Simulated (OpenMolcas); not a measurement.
A run on Au4+ among 8 point charges of -1.2 e arranged as a cube (Oh), 2.1 Å from the ion.
```
   1.2124    1.2124    1.2124  -1.20
   1.2124    1.2124   -1.2124  -1.20
   1.2124   -1.2124    1.2124  -1.20
   1.2124   -1.2124   -1.2124  -1.20
  -1.2124    1.2124    1.2124  -1.20
  -1.2124    1.2124   -1.2124  -1.20
  -1.2124   -1.2124    1.2124  -1.20
  -1.2124   -1.2124   -1.2124  -1.20
```

```yaml
Program: OpenMolcas 26.06
Method: CASSCF
Basis: ANO-RCC-VTZP [8s7p5d3f1g]
Scalar_Hamiltonian: DKH2, point nucleus
Active_space: 7 electrons in 5 orbitals (5d)
State_averaging: 2S+1 = 4 even, 10 roots; 2S+1 = 2 even, 40 roots
Spin-orbit_coupling: state interaction with AMFI integrals over the reference wave functions
```

84 basis functions. Blocks (2S+1, parity, CSFs, roots kept): 4, even, 10, 10; 2, even, 40, 40.

How long do the RASSCF and RASSI steps take on 1 thread of Arm Neoverse V1, on a shared host?

About 12 s of wall time, without the integral step.
